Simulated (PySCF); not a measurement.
C5H10BP.
Cartesian coordinates in Å at the GFN2-xTB level; atoms count from 1:
```xyz
17
C5H10BP angstrom
C      3.2817   -0.0075    0.3391
C      1.8648    0.2658    0.3172
C      0.6760    0.4903    0.3040
B     -0.7944    0.7609    0.2845
P     -1.3996    2.5596    0.3671
C     -1.8504   -0.4215    0.3016
C     -1.2750   -1.8176    0.5432
H      3.4714   -1.0592    0.1223
H      3.6804    0.2272    1.3264
H      3.7940    0.6094   -0.3997
H     -0.5765    3.0976   -0.6067
H     -2.4990    2.4451   -0.4669
H     -2.3809   -0.4251   -0.6576
H     -2.6215   -0.2158    1.0521
H     -0.7898   -1.8657    1.5154
H     -2.0569   -2.5745    0.5113
H     -0.5316   -2.0568   -0.2139
```

The closed-shell SCF was solved with PySCF and density fitting under several settings on one GFN2-xTB geometry (grid level 2 and gas phase unless stated).

| settings | basis functions | SCF cycles | E (Eh) | HOMO (eV) | LUMO (eV) | dipole (D) |
| --- | --- | --- | --- | --- | --- | --- |
| PBE0/pcSseg-1 | 176 | 14 | -562.2558 | -6.92 | -1.61 | 2.17 |
| PBE0/def2-SVPD | 224 | 14 | -562.0458 | -6.90 | -1.61 | 2.03 |
| KT2/pcSseg-1, energy threshold 1e-08 Eh | 176 | 10 | -569.4924 | -5.85 | -2.45 | 2.14 |
| OLYP/ANO-RCC-VDZP, IEF-PCM chloroform | 152 | 14 | -562.4984 | -5.60 | -2.13 | 2.52 |
| PBE0/STO-3G, grid level 3, start guess sap | 49 | 12 | -555.8110 | -4.32 | 1.38 | 1.08 |
| WP04/pcSseg-1, start guess sap | 176 | 17 | -572.0995 | -8.00 | -3.47 | 1.95 |

Problem. Estimate the rows for these settings: (1) PBE0/aug-cc-pVDZ, fitting basis def2-qzvpp-jkfit; (2) PBE0/3-21G, fitting basis def2-qzvpp-jkfit.

Solution. 
| settings | basis functions | SCF cycles | E (Eh) | HOMO (eV) | LUMO (eV) | dipole (D) |
| --- | --- | --- | --- | --- | --- | --- |
| PBE0/aug-cc-pVDZ, fitting basis def2-qzvpp-jkfit | 255 | 10 | -562.3202 | -6.88 | -1.59 | 2.09 |
| PBE0/3-21G, fitting basis def2-qzvpp-jkfit | 87 | 9 | -559.3450 | -6.79 | -1.39 | 2.37 |

Problem. Over all rows, what range does the HOMO–LUMO gap span?

Solution. From 3.40 eV (KT2/pcSseg-1, energy threshold 1e-08 Eh) to 5.70 eV (PBE0/STO-3G, grid level 3, start guess sap). The functional of the narrowest has no exact exchange, that of the widest 25 % exact exchange.

Problem. And the dipole moment?

Solution. From 1.08 D (PBE0/STO-3G, grid level 3, start guess sap) to 2.52 D (OLYP/ANO-RCC-VDZP, IEF-PCM chloroform); the largest is 2.33 times the smallest, and the median is 2.12 D.

Problem. Compare two rows with the functional PBE0: PBE0/aug-cc-pVDZ, fitting basis def2-qzvpp-jkfit and PBE0/STO-3G, grid level 3, start guess sap. Which energy is lower, and by how much?

Solution. PBE0/aug-cc-pVDZ, fitting basis def2-qzvpp-jkfit (255 functions) lies 6.5092 Eh or 4085 kcal/mol below PBE0/STO-3G, grid level 3, start guess sap (49 functions).

Cycle counts include a coarse-grid stage where the run had one. KT2 and WP04 were designed for NMR shieldings or shifts; total energies of different functionals aren't comparable. ANO-RCC sets were contracted for a scalar-relativistic Hamiltonian, but ran non-relativistically here. The structure is a single GFN2-xTB conformer; no vibrational corrections.
